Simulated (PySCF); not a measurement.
Molecule: SMILES B([C@@H](C)N)(O)O, C2H8BNO2.

Geometry:
| atom | x (Å) | y (Å) | z (Å) |
| --- | --- | --- | --- |
| C1 | -1.472 | -0.231 | -0.507 |
| C2 | -0.171 | 0.524 | -0.231 |
| N3 | -0.405 | 1.536 | 0.801 |
| B4 | 1.039 | -0.469 | 0.055 |
| O5 | 1.797 | -0.269 | 1.166 |
| O6 | 1.369 | -1.520 | -0.755 |
| H7 | -2.283 | 0.476 | -0.736 |
| H8 | -1.381 | -0.933 | -1.352 |
| H9 | -1.783 | -0.819 | 0.373 |
| H10 | 0.082 | 1.072 | -1.162 |
| H11 | -0.531 | 1.064 | 1.697 |
| H12 | 0.446 | 2.082 | 0.929 |
| H13 | 2.501 | -0.925 | 1.235 |
| H14 | 0.785 | -1.607 | -1.514 |

Spin–spin couplings on one PBE0-D3(BJ)/def2-SVP geometry, PySCF 2.14, gas phase, non-relativistic, equivalent pairs averaged (spin–dipole term only in couplings to heteroatoms); isotopes 13C, 1H, 17O, 11B, 15N; basis pcJ-1.

Question: How do the couplings (Hz) change with the functional? Times are CPU seconds on 1 thread of an Arm Neoverse V1, shared host.

Answer: 
```tsv
functional	functions	1J(C1,H7)	1J(C2,H10)	1J(O5,H13)	1J(C2,B4)	1J(N3,H11)	1J(C1,C2)	1J(B4,O5)	core-s
HF	242	159.6	150.4	-113.2	96.6	-76.8	61.8	-22.8	31
LDA	242	100.9	93.3	-69.4	53.5	-49.5	20.7	-1.0	25
PBE	242	120.8	112.6	-71.2	65.5	-54.6	29.6	-2.6	38
KT2	242	126.8	118.0	-71.8	55.2	-56.3	21.6	4.2	37
PBE0	242	124.8	116.7	-78.8	70.1	-57.7	33.9	-6.7	51
B97-2	242	119.3	110.7	-78.5	71.6	-56.2	33.3	-7.9	38
BHandHLYP	242	142.3	133.1	-93.8	80.5	-66.8	43.5	-12.5	49
CAM-B3LYP	242	129.9	121.0	-83.5	71.9	-60.8	35.3	-8.0	58
```
